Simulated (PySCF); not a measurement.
An excited-state job on `COC[SiH]1C[Se]C1`.

Method: TDDFT wB97X-D/def2-SVPD, vertical, gas phase, core orbitals frozen in the response (PySCF 2.14.0, density-fitted response routines). Geometry: GFN2-xTB. A driver script takes a list of jobs; this job's settings line and coordinates (Å) are shown.

Command:
```bash
OMP_NUM_THREADS=1 python probes_run.py task.json out
```

Input:
```
{"job": {"kind": "uv", "xc": "wB97X-D", "basis": "def2-SVPD", "nstates": 8, "ntriplets": 3}, "charge": 0, "multiplicity": 1}
C      2.618141    -0.048983     0.932544
O      1.240702    -0.055435     0.668103
C      0.924396     0.171422    -0.687287
Si    -0.975918     0.121685    -0.780297
C     -1.891364     1.221929     0.487735
Se    -3.043225    -0.283619     1.080255
C     -1.791335    -1.407783     0.026671
H      3.133464    -0.835810     0.366934
H      2.736245    -0.231411     1.998956
H      3.066529     0.919105     0.674671
H      1.380733    -0.596780    -1.325179
H      1.321600     1.138921    -1.020948
H     -1.444025     0.348293    -2.155511
H     -1.296207     1.576858     1.325573
H     -2.492270     2.037799     0.096381
H     -2.335318    -2.083882    -0.626457
H     -1.159144    -1.980278     0.701061
```

Task: Give the output.

Result: 
```
coarse grid: 64368 points
cycle   1  E = -2924.0654073333  dE = -1.509e-01  |g| = 5.514e-01  |ddm| = 5.223e+00
cycle   2  E = -2924.0642310890  dE =  1.176e-03  |g| = 6.150e-01  |ddm| = 1.154e+00
cycle   3  E = -2924.1320428666  dE = -6.781e-02  |g| = 5.857e-02  |ddm| = 5.496e-01
cycle   4  E = -2924.1328174380  dE = -7.746e-04  |g| = 1.310e-02  |ddm| = 9.669e-02
cycle   5  E = -2924.1328795478  dE = -6.211e-05  |g| = 3.578e-03  |ddm| = 3.955e-02
cycle   6  E = -2924.1328844170  dE = -4.869e-06  |g| = 1.297e-03  |ddm| = 9.956e-03
final grid: 134760 points
cycle   7  E = -2924.1323234236  dE = -1.561e-06  |g| = 1.252e-03  |ddm| = 1.465e-02
cycle   8  E = -2924.1323235300  dE = -1.064e-07  |g| = 1.131e-03  |ddm| = 3.227e-03
cycle   9  E = -2924.1323237645  dE = -2.344e-07  |g| = 9.067e-05  |ddm| = 1.458e-03
cycle  10  E = -2924.1323237692  dE = -4.701e-09  |g| = 5.626e-05  |ddm| = 3.295e-04
cycle  11  E = -2924.1323237704  dE = -1.246e-09  |g| = 1.033e-05  |ddm| = 1.282e-04
cycle  12  E = -2924.1323237704  dE = -4.911e-11  |g| = 4.626e-06  |ddm| = 3.187e-05
converged SCF energy = -2924.1323237704

Static polarisability (au): isotropic 104.446, principal 94.493 95.481 123.365

Singlet excitations
state   eV       nm        f      main configurations
  1   4.0651    305.0   0.00006   H->L 0.91
  2   5.3186    233.1   0.02414   H->L+1 0.80, H->L+2 0.11
  3   5.9976    206.7   0.02262   H-1->L 0.92
  4   6.2140    199.5   0.04101   H->L+4 0.50, H->L+2 0.33
  5   6.3919    194.0   0.05663   H->L+3 0.67, H->L+5 0.18
  6   6.8957    179.8   0.00879   H->L+4 0.31, H->L+5 0.29, H->L+2 0.24
  7   6.9316    178.9   0.00001   H->L+6 0.82, H->L+8 0.10
  8   7.1208    174.1   0.07515   H-1->L+1 0.30, H->L+7 0.30

Triplet excitations (Tamm-Dancoff, eV): 3.6707 4.8327 5.3575
```

The SCF starts on a coarse grid where the log names one; the energy can jump when the final grid takes over, and dE then counts from the start density on the new grid. H and L stand for HOMO and LUMO; the number after each pair is its weight.

Task: How does the lowest singlet excitation compare with the HOMO–LUMO gap?

Result: HOMO -7.79 eV and LUMO 1.15 eV give a gap of 8.94 eV; S1 at 4.07 eV lies 4.87 eV below it.

Main results: HOMO -7.79 eV, LUMO 1.15 eV; lowest singlet 4.07 eV; lowest triplet 3.67 eV (Tamm–Dancoff); mean polarisability 104.4 au.

 Relativistic effects, spin–orbit coupling among them, are left out although an element past zinc is present.

Task: How long does this job take on an Arm Neoverse N1 with one thread (shared host)? And the peak memory of the process?

Result: About 2.4 min (density and orbital grids were written too), with 1.2 GiB resident at the peak, the Python interpreter and its libraries included.

One conformer stands for the species.
Labels such as C1 count atoms from 1, the log's own numbers from 0.

The pairwise dispersion term of wB97X-D wasn't added to the energies; at a given geometry it leaves orbitals and properties as they are.
